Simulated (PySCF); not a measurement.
This PySCF input asks for the NMR shieldings of SMILES CC#CBO[C@@H](C)CCl, C6H10BClO; the geometry comes from GFN2-xTB.

```python
import basis_set_exchange as bse
import numpy as np
from pyscf import gto, dft
from pyscf.prop import nmr

atoms = """
C     3.601042   -0.282357    0.936615
C     2.436013   -0.495439    0.108377
C     1.475212   -0.684527   -0.596791
B     0.243049   -0.905623   -1.460075
O    -0.959597   -0.397761   -1.173510
C    -1.237913    0.388342   -0.034328
C    -2.327565    1.394934   -0.387043
C    -1.680502   -0.562941    1.080753
Cl   -1.917145    0.309088    2.606417
H     4.367586   -1.021491    0.704372
H     4.004228    0.713759    0.753936
H     3.333132   -0.364013    1.990103
H     0.291712   -1.544813   -2.443753
H    -0.327185    0.911363    0.293250
H    -2.610664    1.964919    0.493363
H    -3.198854    0.870381   -0.772265
H    -1.965511    2.077033   -1.151721
H    -0.912241   -1.318089    1.252485
H    -2.624600   -1.043512    0.822682
"""
names = dict.fromkeys(["C", "B", "O", "Cl", "H"], "pcSseg-1")
basis = {el: gto.basis.parse(bse.get_basis(n, elements=[el], fmt="nwchem")) for el, n in names.items()}
mol = gto.M(atom=atoms, basis=basis, charge=0, verbose=0)
mf = dft.RKS(mol, xc="PBE0")
mf.grids.level = 2
mf.grids.alignment = dft.numint.BLKSIZE   # the property module wants whole blocks of grid points
mf.conv_tol = 1e-9
mf.kernel()

calc = nmr.RKS(mf)   # GIAO
C = mf.mo_coeff
Co = C[:, mf.mo_occ > 0]
resp = mf.gen_response(singlet=True, hermi=2)
def vind(x):   # induced exchange potential for any number of trial vectors
    d = np.einsum("pi,xij,qj->xpq", C, 2 * x.reshape(-1, C.shape[1], Co.shape[1]), Co, optimize=True)
    return np.einsum("xpq,pi,qj->xij", resp(d - d.transpose(0, 2, 1)), C, Co, optimize=True).ravel()
mo1, _ = nmr.rhf.solve_mo1(calc, with_cphf=vind)
sigma = calc.kernel(mo1)
for i, s in enumerate(sigma):   # ppm
    w = np.linalg.eigvalsh((s + s.T) / 2)
    print("%2d %-2s iso %8.1f  s11 %8.1f  s22 %8.1f  s33 %8.1f" % (i, mol.atom_pure_symbol(i), w.mean(), *w))
```

**Question.** What does it print?

**Answer.** 
```
 0 C  iso    180.8  s11    172.8  s22    173.6  s33    195.8
 1 C  iso     67.2  s11    -16.3  s22     -3.4  s33    221.4
 2 C  iso     97.3  s11      9.2  s22     11.7  s33    270.8
 3 B  iso     66.8  s11     43.4  s22     53.7  s33    103.2
 4 O  iso    105.1  s11    -71.2  s22     74.0  s33    312.6
 5 C  iso    108.7  s11     80.6  s22     93.1  s33    152.3
 6 C  iso    165.5  s11    153.5  s22    156.5  s33    186.7
 7 C  iso    133.0  s11    106.8  s22    133.7  s33    158.5
 8 Cl iso    882.2  s11    735.6  s22    835.0  s33   1076.2
 9 H  iso     29.5  s11     24.4  s22     27.5  s33     36.5
10 H  iso     29.5  s11     24.9  s22     27.7  s33     36.1
11 H  iso     29.5  s11     24.4  s22     28.6  s33     35.6
12 H  iso     27.1  s11     24.2  s22     27.2  s33     29.8
13 H  iso     27.0  s11     24.3  s22     25.7  s33     31.1
14 H  iso     29.8  s11     24.2  s22     30.7  s33     34.6
15 H  iso     30.5  s11     27.2  s22     28.0  s33     36.4
16 H  iso     30.3  s11     26.0  s22     28.0  s33     36.9
17 H  iso     28.1  s11     23.2  s22     27.8  s33     33.3
18 H  iso     28.5  s11     23.7  s22     28.2  s33     33.6
```

These numbers come from an equivalent density-fitted implementation of the same equations, which agrees with the script to about 0.01 ppm for H and up to a few tenths of a ppm for heavy atoms, so last digits may differ.

Size and cost of the density-fitted run: 210 basis functions, 120 s wall time on 1 thread of an Intel Xeon, shared host; peak memory 0.94 GiB.
